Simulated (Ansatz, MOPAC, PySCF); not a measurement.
Torsion H4–O1–Te2–F3 in FHOTe (SMILES O[Te]F); at each angle all else is relaxed with GFN2-xTB, and the levels are single points there.
Geometry at 270° (charge 0, multiplicity 1):
```tsv
atom	x (Å)	y (Å)	z (Å)
O	-1.0309	0.1958	0.3702
Te	0.6079	1.0080	-0.2708
F	1.7522	-0.1360	0.8816
H	-1.2906	-0.5641	-0.1563
```

On the grid 0° to 330°, 180° is the highest and 270° the lowest point at CCSD(T)/CBS(def2-TZVPP, def2-QZVPP).

Cores are frozen in the correlated methods. Filled d and f shells under p-block atoms count as core. CBS: X⁻³ extrapolation of the correlation energy, Hartree–Fock from the larger set. Rows in 3-21G, LANL2DZ, STO-3G carry no dispersion term and start afresh at each structure; the Pople sets are all-electron and without relativity. LANL2DZ brings its own core potentials from Na on. The state reached by AM1, PM3, PM6, PM7 isn't checked; PM7 holds dispersion and hydrogen-bond terms.

The values were computed with Ansatz (a program for electronic structure) with Gaussian orbitals; MOPAC for AM1, PM3, PM6, PM7 (differences of heats of formation); PySCF for 3-21G rows, LANL2DZ rows, STO-3G rows, the dispersion terms. Values without a source in brackets are computed. In def2 rows elements past Kr take small-core potentials, without spin–orbit coupling.

Other levels give for the energy at 180° less that at 270°: PBE/def2-TZVPP 8.39; B3LYP/def2-TZVPP 7.82; B3LYP-D3(BJ)/def2-TZVPP 7.83; wB97M-V/def2-TZVPP 7.85; CCSD(T)/CBS(def2-TZVPP, def2-QZVPP) 7.30 kcal/mol.

Question: What do these common cheap choices give for the same quantity: AM1, PM3, PM6, PM7, HF/STO-3G, HF/3-21G, B3LYP/3-21G, B3LYP/LANL2DZ?

Answer: AM1 1.74; PM3 4.77; PM6 9.99; PM7 2.36; HF/STO-3G 1.85; HF/3-21G 8.53; B3LYP/3-21G 10.37; B3LYP/LANL2DZ 10.19 kcal/mol. They span 1.74 to 10.37 kcal/mol.
